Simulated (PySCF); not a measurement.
(silylamino)silyloxymethane (CH9NOSi2), SMILES CO[SiH2]N[SiH3]. Coordinates come from a PBE-D3(BJ)/def2-SVP optimisation. The values are those of a single conformer.

### Question
Give the equilibrium geometry at PBE-D3(BJ)/def2-SVP (PySCF confirms it by a frequency run) as Cartesian coordinates in Å. (The exact figures need the calculation; the answer reports its results.)

### Answer
One answer among several that fit: 
```xyz
14

C      2.7230     1.1580     0.0773
O      1.4316     0.7145     0.4375
Si     0.6904    -0.6140    -0.2818
N     -0.9061    -0.8248     0.3669
Si    -2.3658     0.0391    -0.0914
H      2.7944     1.4271    -1.0034
H      2.9668     2.0653     0.6678
H      3.5092     0.3947     0.2885
H      1.4916    -1.8558     0.0129
H      0.5823    -0.3785    -1.7644
H     -0.9567    -1.3688     1.2346
H     -2.7593     1.1160     0.8879
H     -3.5296    -0.9109    -0.2043
H     -2.0906     0.6690    -1.4268
```
Charge 0, spin multiplicity 1.
